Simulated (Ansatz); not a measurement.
A nudged elastic band was laid between two geometries of Cl2H5HfNO2 (11 atoms, charge 0, multiplicity 1).

Method: Ansatz 0.2.0, RKS PBE0-D4/def2-SVP.

```json
{"movable images": "7", "climbing image": "yes", "spring": "5.0 eV/Å²", "optimiser": "quadratic models (default)", "start path": "through a guess of the saddle point", "force threshold": "0.05 eV/Å", "iteration limit": "60", "end points": "relaxed"}
```

First end point:

```xyz
11
Properties=species:S:1:pos:R:3
Hf 0.141 -0.014 0.181
Cl -0.088 0.483 2.525
Cl 2.106 0.390 -1.091
N -0.989 1.499 -0.533
H -1.810 1.908 -0.090
H -0.801 2.013 -1.392
O -0.871 -1.593 -0.406
H -1.634 -1.638 -0.988
O 1.220 -1.925 1.140
H 0.647 -2.641 0.824
H 1.199 -1.953 2.105
```

Last end point:

```xyz
11
Properties=species:S:1:pos:R:3
Hf 0.031 -0.578 -0.453
Cl 1.229 0.874 2.730
Cl 2.097 -0.046 -1.509
N -0.983 1.088 0.037
H -1.797 1.504 -0.407
H -0.702 1.657 0.836
O -1.068 -1.551 -1.668
H -1.472 -2.051 -2.375
O 0.410 -1.572 1.218
H 0.469 -2.461 1.576
H 0.908 -0.334 2.292
```

Problem. What changes between the two ends?

Solution. Bonds broken: Hf1–Cl2, O9–H11. Bonds formed: Cl2–H11. Cl2H5HfNO2 becomes ClH + ClH4HfNO2.

Problem. Give the energies along the band, and the barrier.

Solution. It converged. The highest image is number 7 of 0 to 8, 18.8 kcal/mol above the first end and 0.0 kcal/mol above the last; the last end lies 18.7 kcal/mol above the first. The top lies less than 8 meV above the higher end, about what the thresholds resolve: that end is a shoulder or a very shallow well. A vibrational analysis at the climbing image gives no mode beyond 40i cm⁻¹: the surface is too flat there to confirm a saddle point. The orbitals stay closed-shell, which can raise the energy where a bond breaks towards radicals; this wasn't checked here.

```tsv
image	path coordinate (Å)	energy (kcal/mol)	Hf1–Cl2 (Å)	O9–H11 (Å)	Cl2–H11 (Å)
0	0.00	0.0	2.41	0.97	2.79
1	0.94	0.3	2.41	0.97	2.70
2	1.87	0.6	2.42	0.97	2.63
3	2.81	1.3	2.44	0.97	2.58
4	3.74	1.5	2.44	0.97	2.69
5	4.68	2.4	2.49	0.98	2.27
6	5.61	10.9	2.72	1.04	1.83
7	6.55	18.8	3.38	1.66	1.33
8	7.04	18.7	3.70	1.71	1.32
```

Problem. What is the geometry of the highest image?

Solution. 
```xyz
11
Properties=species:S:1:pos:R:3
Hf 0.069 -0.537 -0.357
Cl 1.366 0.873 2.432
Cl 2.130 -0.041 -1.444
N -1.028 1.109 0.024
H -1.862 1.427 -0.461
H -0.797 1.764 0.769
O -1.000 -1.539 -1.572
H -1.374 -2.032 -2.300
O 0.363 -1.602 1.302
H 0.274 -2.501 1.628
H 0.979 -0.390 2.255
```

Time of the run: 7.1 min on 4 threads of Arm Neoverse V1, on a shared host, peak memory 0.41 GiB.
